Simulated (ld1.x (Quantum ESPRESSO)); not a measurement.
**Cutoff test, antimony, TM**

ld1.x (Quantum ESPRESSO) 7.5 input, shortened:

```
&input
   title='Sb', zed=51., rel=1, dft='PBE', iswitch=3,
   config='[Kr] 4d10 5s2 5p1'
 /
 &inputp
   pseudotype=2, tm=.true., lloc=0,
   nlcc=.false.
 /
3
4P  2  1   6.00   0.00  1.10  1.10  0.0
4D  3  2  10.00   0.00  1.05  1.05  0.0
4S  1  0   2.00   0.00  0.92  0.92  0.0
 &test
   configts(1)='4s2 4p6 4d10 5s2 5p1'
 /
```

Occupied shells without a wave of their own: 5p, 5s. They enter only through the test configuration that unscreens the potential.

The pseudo-atom Hamiltonian at the reference potential is diagonalised in spherical Bessel functions j_l(qr) that vanish at 20 bohr, with q² up to the cutoff. All-electron valence levels (Ry): 4p -8.8359, 5p -1.4759, 4d -3.8115, 4s -12.2945, 5s -2.1620.

**Question.** How do the lowest levels (Ry) of each channel move with the cutoff, and are there ghosts?

**Answer.**

| cutoff (Ry) | p #1 | p #2 | p #3 | d #1 | d #2 | s #1 | s #2 | s #3 | f #1 | Σ f·Δε (mRy) |
| --- | --- | --- | --- | --- | --- | --- | --- | --- | --- | --- |
| 8 | -4.8380 | -0.9686 | -0.3971 | -1.2358 | -0.4378 | -10.3127 | -1.7728 | -0.6245 | -0.3290 | 55085.3 |
| 25 | -8.5153 | -1.4194 | -0.5231 | -2.5947 | -0.6033 | -10.9204 | -1.9830 | -0.6831 | -0.3342 | 17346.3 |
| 50 | -8.7880 | -1.4952 | -0.5438 | -3.6301 | -0.6829 | -12.0406 | -2.1384 | -0.7177 | -0.3356 | 2729.4 |
| 100 | -8.8335 | -1.4965 | -0.5442 | -3.8099 | -0.6984 | -12.2254 | -2.1879 | -0.7297 | -0.3357 | 188.3 |
| 180 | -8.8357 | -1.4967 | -0.5442 | -3.8115 | -0.6986 | -12.2911 | -2.1961 | -0.7314 | -0.3357 | 10.9 |
| 400 | -8.8360 | -1.4968 | -0.5443 | -3.8115 | -0.6986 | -12.2946 | -2.1967 | -0.7316 | -0.3357 | 0.0 |

Result: no extra level below or beside the all-electron valence levels (p, d, s, f tested); 10 mRy is reached at 200 Ry and 1 mRy at 300 Ry.

The potential misses its own reference levels by up to 0.5 eV. Its largest configuration-test error is +643 meV.
